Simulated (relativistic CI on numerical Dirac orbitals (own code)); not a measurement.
**Radial parameters of Ar14+**

Computed by Dirac-Coulomb-Breit CI, orbitals from a KLI potential per configuration, a model potential for QED, unscaled Slater integrals (own radial code, finite nucleus).

Slater integrals F^k, G^k are unscaled and averaged over j, outside the closed core 1s2; ζ comes from projecting the Hamiltonian with its Breit term on Σ l·s of the shell.

- 2s2p: G^1(2s,2p) = 329710, ζ(2p) = 16184 cm⁻¹; <r>(2s) = 0.3622, <r^2>(2s) = 0.1534, <r>(2p) = 0.3129, <r^2>(2p) = 0.1182 (bohr units).
- 2p²: F^2(2p,2p) = 304440, ζ(2p) = 15949 cm⁻¹; <r>(2p) = 0.3141, <r^2>(2p) = 0.1191 (bohr units).
- 2p3s: ζ(2p) = 16822, G^1(2p,3s) = 32255 cm⁻¹; <r>(2p) = 0.3095, <r^2>(2p) = 0.1157, <r>(3s) = 0.846, <r^2>(3s) = 0.812 (bohr units).

Averages of the first 10 configurations, taken without configuration mixing, which lowers the lowest level and can move excited configurations by several eV; other configurations of the list can lie among them:

| Configuration | Parity | States | Average energy above the lowest level (eV) |
| --- | --- | --- | --- |
| 2s² | even | 1 | 5.6 |
| 2s2p | odd | 12 | 37.3 |
| 2p² | even | 15 | 82.1 |
| 2p3s | odd | 12 | 526.7 |
| 2p3p | even | 36 | 538.1 |
| 2s3s | even | 4 | 490.7 |
| 2s3p | odd | 12 | 503.1 |
| 2s3d | even | 20 | 511.4 |
| 2s4s | even | 4 | 654.2 |
| 2s4p | odd | 12 | 659.2 |
